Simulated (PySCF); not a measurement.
**CH5GaS: core ionisation energies**

Species: GaH2(SMe), CH5GaS.
Cartesian coordinates in Å at the PBE0-D3(BJ)/def2-SVP level; atoms count from 1:
```
atom  x, y, z in Å
Ga1    0.5317    1.4246   -0.9146
H2     1.8498    0.5864   -1.0262
H3     0.2592    2.8498   -1.4913
S4    -1.1392    0.5075    0.1624
C5    -0.4694   -1.0929    0.7264
H6     0.5294   -1.2885    0.3130
H7    -1.1517   -1.8923    0.4067
H8    -0.4099   -1.0944    1.8235
```

The calculation used PySCF 2.14.0, delta-SCF UKS SCAN, pcX-2 on the ionised atom, pcseg-1 elsewhere, spin-free X2C. Vertical ΔSCF values, vacuum level as zero.

What binding energy does each computed site have?

| atom(s) | environment | level | binding energy (eV) | count |
| --- | --- | --- | --- | --- |
| S4 | sulfur bonded to C and Ga | S 1s | 2476.50 | 1 |
| C5 | carbon bonded to S and 3 H | C 1s | 291.34 | 1 |

Which effective nuclear charge Zeff reproduces each element's mean 1s value in the hydrogen-like formula E = 13.606 eV × Zeff²?

C (Z = 6): mean 291.3 eV, Zeff = 4.63, Z − Zeff = 1.37; S (Z = 16): mean 2476.5 eV, Zeff = 13.49, Z − Zeff = 2.51. Means run over the listed sites, weighted by atom count.

Not every level is listed. No level of gallium is listed. Geometry: PBE0-D3(BJ)/def2-SVP, one conformer, isolated molecule.

Hardware: Arm Neoverse N1, one thread (shared host). Cost: 14 s of wall time.
